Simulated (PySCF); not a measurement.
Isomers of C6H10O2, one conformer each; single-point electronic energies without zero-point terms and without any empirical dispersion term.

Computed with PySCF at CAM-B3LYP/def2-SVPD, non-relativistic, each on one gas-phase PBE0-D3(BJ)/def2-SVP geometry that isn't relaxed in the solvent. The solvent is an IEF-PCM continuum (cavity from Bondi-type radii × 1.2). Specific hydrogen bonds and non-electrostatic terms are outside this model.

| isomer | relative energy, gas (kcal/mol) | dipole (D) |
| --- | --- | --- |
| 2,3-hexanedione (`CCCC(=O)C(C)=O`) | 0.0 | 0.31 |
| allyl propionate (`C=CCOC(=O)CC`) | 4.0 | 1.71 |

**Question.** How do the relative energies look in methanol (ε = 32.61)?

**Answer.** 
| isomer | relative energy, solvent (kcal/mol) | E(solvent) − E(gas) (kcal/mol) | dipole in solvent (D) |
| --- | --- | --- | --- |
| 2,3-hexanedione (`CCCC(=O)C(C)=O`) | 0.0 | -6.4 | 0.30 |
| allyl propionate (`C=CCOC(=O)CC`) | 4.7 | -5.7 | 2.35 |

The order is unchanged. Conformers: `[CH3:1][CH2:2][CH2:3][C:4](=[O:5])[C:6]([CH3:7])=[O:8]` with C1–C2–C3–C4 180°, C2–C3–C4–O5 1°, C3–C4–C6–C7 -178°; `[CH2:1]=[CH:2][CH2:3][O:4][C:5](=[O:6])[CH2:7][CH3:8]` with C1–C2–C3–O4 0°, C2–C3–O4–C5 107°, C3–O4–C5–O6 3°, O4–C5–C7–C8 180°. 2,3-hexanedione (`CCCC(=O)C(C)=O`) gains most from the continuum, while allyl propionate (`C=CCOC(=O)CC`) has the largest gas-phase dipole. The gains span 0.7 kcal/mol, the gas-phase energies 4.0 kcal/mol.
